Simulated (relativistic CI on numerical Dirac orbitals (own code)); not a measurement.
# Mn2+ in a cubic cluster: 2p photoemission with charge transfer

Computed with a charge-transfer multiplet model of a cubic metal-ligand cluster with up to one ligand hole, Slater and spin-orbit integrals from Dirac-Coulomb-Breit ions, Slater integrals scaled by 0.9. The parameters are those of a tetrahedral site (10Dq negative, t2 hopping the larger). The ground state mixes d5 with configurations of k ligand holes L, whose averages lie at kΔ + k(k − 1)U_dd/2; a core hole lowers each added d electron by U_cd. 300 K, Lorentzian 0.6 eV and Gaussian 0.8 eV FWHM.

Atomic integrals in eV (Slater integrals scaled, ζ unscaled), ground: F2dd 9.229, F4dd 5.732, zeta_d 0.037; with the core hole: F2dd 10.932, F4dd 6.843, zeta_d 0.060, zeta_core 6.788, F2cd 6.321, G1cd 4.735, G3cd 2.690.

Cluster parameters (eV): Δ = 4, U_dd = 6.1, U_cd = 7.9, 10Dq = -0.45, 10Dq(ligand) = 0, final-state hopping factor = 1.

```tsv
Case	n_d	d5	d6L	S
V(eg) = 1 eV, V(t2g) = -1.7 eV	5.15	0.85	0.15	2.50
V(eg) = 1.3 eV, V(t2g) = -2.21 eV	5.20	0.80	0.20	2.50
```

Weights, n_d and S are thermal averages at 300 K. Binding energies count from the first peak over 30 % of the highest in each spectrum, which can be another peak from case to case. The parameters are a model scan and need not match a compound or its usual spin state. Peaks in eV (height, largest 100):
- V(eg) = 1 eV, V(t2g) = -1.7 eV: 0.0 (100), 1.0 (82), 6.7 (35), 12.1 (48), 13.2 (44), 15.7 (11), 18.9 (13), 20.0 (14)
- V(eg) = 1.3 eV, V(t2g) = -2.21 eV: 0.0 (100), 1.0 (85), 6.1 (15), 8.5 (21), 12.1 (48), 20.8 (8), 21.9 (9)

Curve for V(eg) = 1 eV, V(t2g) = -1.7 eV (points under 2 left out, the grid thinned):

```csv
E (eV),Intensity
-3.4,2.1
-2.8,2.9
-2.2,4.5
-1.6,8.3
-1.0,22.5
-0.3,84.8
0.3,90.3
0.9,81.2
1.5,73.4
2.1,59.7
2.7,37.6
3.3,25.4
3.9,19.7
4.5,16.5
5.2,18.6
5.8,20.2
6.4,31.4
7.0,32.9
7.6,28.7
8.2,25.0
8.8,20.1
9.4,14.9
10.0,11.9
10.7,16.5
11.3,27.8
11.9,46.1
12.5,43.4
13.1,43.4
13.7,38.6
14.3,24.2
14.9,13.9
15.6,11.2
16.2,10.5
16.8,8.1
17.4,7.1
18.0,8.2
18.6,11.8
19.2,12.3
19.8,13.5
20.4,11.6
21.1,5.2
21.7,3.1
22.3,2.2
23.4,2.2
24.0,2.1
```

For the case V(eg) = 1 eV, V(t2g) = -1.7 eV, Δ = 4 eV is smaller than U_dd = 6.1 eV, the charge-transfer side of the Zaanen-Sawatzky-Allen scheme. With the core hole the average of the configuration with one ligand hole lies at Δ − U_cd = -3.9 eV before mixing: the effective hopping of about 3.2 eV (from the holes of the mixed ground state) is comparable with this gap or larger, so the configurations mix strongly.

With at most 1 ligand hole the space is cut while the next configuration still counts, so covalency is underestimated, and a final configuration with one more ligand hole, which can lie low, is missing from the spectra.
